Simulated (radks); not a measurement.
Species: neutral thulium. Configuration: [Xe] 4f13 6s2. Method: Dirac Kohn-Sham, PBEsol, spin-unpolarised, spherical densities, finite nucleus; open shells fill j = l - 1/2 first; Fermi nuclear charge, rms radius 5.2256 fm; computed with a radial shooting solver on a logarithmic mesh with Libxc functionals.

Spin-orbit splittings of the eigenvalues, e(l+1/2) - e(l-1/2), with zeta = 2 splitting/(2l+1) and mean radii in bohr:

shell  occ.  splitting (eV)  zeta (eV)  <r> j=l-1/2  <r> j=l+1/2
2p        6           979.6      653.1      0.07009      0.07748
3p        6           206.8      137.9       0.2103       0.2242
3d       10               ?          ?       0.1973       0.2016
4p        6           46.76      31.17       0.5062       0.5383
4d       10           8.506      3.402       0.5652       0.5766
4f       13           1.196     0.3416       0.7988       0.8241
5p        6           5.728      3.819        1.393        1.511

Estimate the 3d splitting.

Answer. 45.22 eV (zeta = 18.09 eV).
